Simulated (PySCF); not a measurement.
# A small calculation by hand: entropy of an ideal gas

Si(CCH)(Cl)2(H) (C₂H₂Cl₂Si), SMILES C#C[SiH](Cl)Cl.

Geometry: PBE-D3(BJ)/def2-SVP.

PBE-D3(BJ)/def2-SVP run with PySCF gives the harmonic wavenumbers 104, 139, 177, 320, 331, 499, 585, 657, 709, 710, 784, 785, 2091, 2226, 3388 cm⁻¹ and the rotational temperatures 0.1105, 0.1039, 0.0579 K. The molar mass is 125.02 g/mol, the symmetry number 1, the spin multiplicity 1.

Work out the entropy at 298.15 K and 1 atm in the rigid-rotor, harmonic-oscillator model.


Translation (Sackur–Tetrode at 1 atm): S = R[1.5 ln M + 2.5 ln T − 1.16487] = 169.0 J/(mol K).
Rotation: q = (√π/σ) T^1.5/√(θA θB θC) = 354000, S = R[ln q + 3/2] = 118.7 J/(mol K).
Vibration: with u = 1.4388 ν/T, each mode gives R[u/(e^u − 1) − ln(1 − e^−u)]:
```json
[
 {"ν (cm⁻¹)": "104", "modes": "1", "u": "0.50", "S (J/(mol K))": "14.13"},
 {"ν (cm⁻¹)": "139", "modes": "1", "u": "0.67", "S (J/(mol K))": "11.79"},
 {"ν (cm⁻¹)": "177", "modes": "1", "u": "0.85", "S (J/(mol K))": "9.87"},
 {"ν (cm⁻¹)": "320", "modes": "1", "u": "1.54", "S (J/(mol K))": "5.48"},
 {"ν (cm⁻¹)": "331", "modes": "1", "u": "1.60", "S (J/(mol K))": "5.25"},
 {"ν (cm⁻¹)": "499", "modes": "1", "u": "2.41", "S (J/(mol K))": "2.76"},
 {"ν (cm⁻¹)": "585", "modes": "1", "u": "2.82", "S (J/(mol K))": "1.99"},
 {"ν (cm⁻¹)": "657", "modes": "1", "u": "3.17", "S (J/(mol K))": "1.51"},
 {"ν (cm⁻¹)": "709", "modes": "1", "u": "3.42", "S (J/(mol K))": "1.24"},
 {"ν (cm⁻¹)": "710", "modes": "1", "u": "3.43", "S (J/(mol K))": "1.23"},
 {"ν (cm⁻¹)": "784", "modes": "1", "u": "3.78", "S (J/(mol K))": "0.92"},
 {"ν (cm⁻¹)": "785", "modes": "1", "u": "3.79", "S (J/(mol K))": "0.92"}
]
```
The stiffer modes add less than 0.005 each. Sum 57.1 J/(mol K).
Spin: R ln 1 = 0.0 J/(mol K).
Total 344.8 J/(mol K); the program's own thermochemistry gives 344.8. Translation makes up 49 % and vibration 17 %. Anharmonicity, hindered rotation and orbital degeneracy are left out.
